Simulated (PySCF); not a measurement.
FH₆NOSi₂, SMILES [SiH3]N[Si@@H](F)O.

Coordinates come from a PBE0-D3(BJ)/def2-SVP optimisation. The structure was generated by enumeration; whether it is a known compound was not checked. One conformer was computed; it need not be the lowest.

Computed with PySCF 2.14.0 with PBE0-D3(BJ)/def2-SVP.

Frequencies are harmonic and unscaled.

Computed harmonic wavenumbers and intensities:
```
mode  ν (cm⁻¹)  IR (km/mol)   moving atoms (share of kinetic energy)
----  --------  -----------  ---------------------------------------
1           51          4.4  H 26 %, N 23 %, Si 20 %, F 18 %, O 13 %
2           77          0.4                                   H 85 %
3          171          5.1          Si 33 %, N 27 %, H 20 %, O 13 %
4          197         85.9                                   H 77 %
5          261         10.5  H 35 %, F 19 %, O 17 %, Si 16 %, N 14 %
6          286         44.2   F 30 %, O 27 %, Si 20 %, H 15 %, N 9 %
7          374         11.8           Si 43 %, O 26 %, F 22 %, H 8 %
8          467         84.1                           H 77 %, N 17 %
9          616          0.3                  H 58 %, Si 29 %, N 10 %
10         722         99.7                   H 81 %, N 11 %, Si 8 %
11         762        172.3            H 70 %, O 11 %, N 9 %, Si 8 %
12         789        157.0                  H 57 %, N 20 %, Si 16 %
13         837          6.8                   H 75 %, F 10 %, O 10 %
14         864          5.0  H 44 %, F 23 %, O 12 %, Si 12 %, N 10 %
15         899        323.7                  H 47 %, Si 23 %, O 18 %
16         929         44.0                                   H 95 %
17         946        266.2                  H 55 %, N 24 %, Si 21 %
18         958        120.7                           H 81 %, Si 9 %
19         980        201.4          Si 42 %, H 28 %, O 17 %, F 13 %
20        1004         33.7                          H 77 %, Si 13 %
21        1205        289.2                           H 59 %, N 35 %
22        2222        148.1                                   H 96 %
23        2229        111.6                                   H 98 %
24        2255         65.7                                   H 97 %
25        2308        117.5                                   H 97 %
26        3598         47.0                                   H 93 %
27        3949        109.1                                   H 94 %
```
